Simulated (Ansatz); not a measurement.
Start from `C[CH](C)[Ga]([Cl])[O][SiH3]` and change one atom or group to get `[SiH3][O][Ga]([Cl])[Cl]`.

Ansatz, PBE0-D4/def2-TZVP geometries, multiplicity 1. Each molecule was computed in one conformer, which needn't be the lowest.

Scalar relativity is left out up to krypton.

```json
{"property": "HOMO–LUMO gap (ωB97M-V/def2-TZVPP) / eV", "`C[CH](C)[Ga]([Cl])[O][SiH3]`": "11.04"}
{"property": "LUMO energy (ωB97M-V/def2-TZVPP) / eV", "`C[CH](C)[Ga]([Cl])[O][SiH3]`": "0.75"}
{"property": "HOMO energy (ωB97M-V/def2-TZVPP) / eV", "`C[CH](C)[Ga]([Cl])[O][SiH3]`": "-10.29"}
{"property": "LUMO energy (PBE/def2-TZVPP) / eV", "`C[CH](C)[Ga]([Cl])[O][SiH3]`": "-1.71"}
{"property": "LUMO energy (B3LYP/def2-TZVPP) / eV", "`C[CH](C)[Ga]([Cl])[O][SiH3]`": "-1.17"}
{"property": "size of the dipole moment (ωB97M-V/def2-TZVPP) / D", "`C[CH](C)[Ga]([Cl])[O][SiH3]`": "2.84"}
```

**Question.** Give the same properties after the change, and the shifts. (Estimate.)

**Answer.** Computed: 
| property | `[SiH3][O][Ga]([Cl])[Cl]` | shift |
| --- | --- | --- |
| HOMO–LUMO gap (ωB97M-V/def2-TZVPP) / eV | 11.51 | 0.47 |
| LUMO energy (ωB97M-V/def2-TZVPP) / eV | 0.19 | -0.56 |
| HOMO energy (ωB97M-V/def2-TZVPP) / eV | -11.32 | -1.03 |
| LUMO energy (PBE/def2-TZVPP) / eV | -2.68 | -0.97 |
| LUMO energy (B3LYP/def2-TZVPP) / eV | -2.05 | -0.88 |
| size of the dipole moment (ωB97M-V/def2-TZVPP) / D | 0.52 | -2.32 |

With PBE0 the HOMO falls by 0.91 eV and the LUMO falls by 0.82 eV, so the gap widens by about 0.09 eV. PBE moves the HOMO by -0.68 eV and ωB97M-V by -1.03 eV. Dipoles are sizes alone; their direction can turn.

B3LYP here is the variant with VWN-RPA as its local correlation; programs differ in this.
